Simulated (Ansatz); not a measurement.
# Two structures, one formula

The two ends of one reaction step of Si$_{4}$H$_{13}$ClO$_{2}$, singlet (PBE0-D4/def2-TZVP).

A:

Si1  (-0.472, -0.256, -1.313)
Si2  (2.062, 0.339, 2.650)
Si3  (-1.772, -0.434, 0.636)
Si4  (-1.110, -1.842, -2.909)
O5  (-0.515, 1.229, -2.018)
H6  (0.986, 2.398, 0.734)
Cl7  (0.233, 3.398, 0.322)
H8  (0.941, -0.613, -0.907)
O9  (1.848, 0.974, 1.125)
H10  (3.442, -0.186, 2.800)
H11  (1.829, 1.466, 3.579)
H12  (1.091, -0.759, 2.889)
H13  (-1.384, 0.580, 1.654)
H14  (-1.568, -1.791, 1.216)
H15  (-3.214, -0.263, 0.316)
H16  (-0.978, -3.193, -2.298)
H17  (-0.245, -1.769, -4.116)
H18  (-2.527, -1.633, -3.306)
H19  (-0.385, 2.000, -1.449)
H20  (1.736, 0.352, 0.393)
(Å)

B:

```tsv
atom	x (Å)	y (Å)	z (Å)
Si1	-0.5765	-0.3138	-0.0347
Si2	0.7829	-0.9833	1.7598
Si3	-2.8245	-0.4596	0.6220
Si4	-0.2019	-1.7331	-1.8574
O5	-0.1963	1.2387	-0.5631
H6	2.1283	2.5707	0.4018
Cl7	1.5438	2.9860	1.5304
H8	1.5184	1.5687	-1.1908
O9	2.4333	1.8792	-1.0508
H10	2.2220	-0.8163	1.4259
H11	0.4688	-0.2150	2.9932
H12	0.5054	-2.4251	2.0119
H13	-3.1125	0.5114	1.7133
H14	-3.0842	-1.8360	1.1265
H15	-3.7421	-0.1831	-0.5163
H16	-0.5047	-3.1265	-1.4329
H17	1.2168	-1.6592	-2.3016
H18	-1.0811	-1.3765	-3.0037
H19	-0.1375	1.8988	0.1427
H20	2.6414	2.4740	-1.7757
```

Program: Ansatz 0.2.0. Basis: def2-TZVPP. Cores are frozen in the correlated methods. B3LYP uses VWN-RPA correlation.

(1) Which structure is lower at CCSD(T), and by how much? (To be estimated.)

The T1 diagnostic stays at or below 0.013.

Results:

(1) The calculation gives: A, by 0.689 eV (electronic energy, against the other). By their contacts, A is a complex of Si₃H₈O ([OH][SiH]([SiH3])[SiH3]) + SiH₄O ([OH][SiH3]) + HCl and B is a complex of Si₄H₁₀O ([OH][Si]([SiH3])([SiH3])[SiH3]) + HCl + H₂O.

All methods give the same order:

| method | E(B) − E(A) (eV) |
| --- | --- |
| SPW92 | 0.390 |
| PBE-D4 | 0.410 |
| BLYP-D4 | 0.629 |
| r2SCAN-D4 | 0.582 |
| B97M-V | 0.643 |
| PBE0-D4 | 0.491 |
| B3LYP-D4 | 0.681 |
| r2SCAN0-D4 | 0.622 |
| BHLYP-D4 | 0.779 |
| CAM-B3LYP-D4 | 0.757 |
| wB97X-V | 0.673 |
| wB97M-V | 0.699 |
| B2PLYP | 0.744 |
| PBE-QIDH | 0.622 |
| RPA on PBE | 0.725 |
| HF | 1.031 |
| MP2 | 0.725 |
| CCSD | 0.744 |
| CCSD(T) | 0.689 |

Labels in which every atom is bracketed show which atoms are joined, not bond orders.

For scale, one of the runs: CCSD(T)/def2-TZVPP, 454 basis functions, launched by `ansatz run in.yaml --threads 4 --pin off --events-out ev --progress --plain --max-ram 46080MiB --backend cuda --devices 0, --max-vram 37GiB`. Hardware: 4 CPU threads of an AMD EPYC 7R13 and a share of one NVIDIA H100, shared host. Wall time 20 s; peak host memory 1.3 GiB.
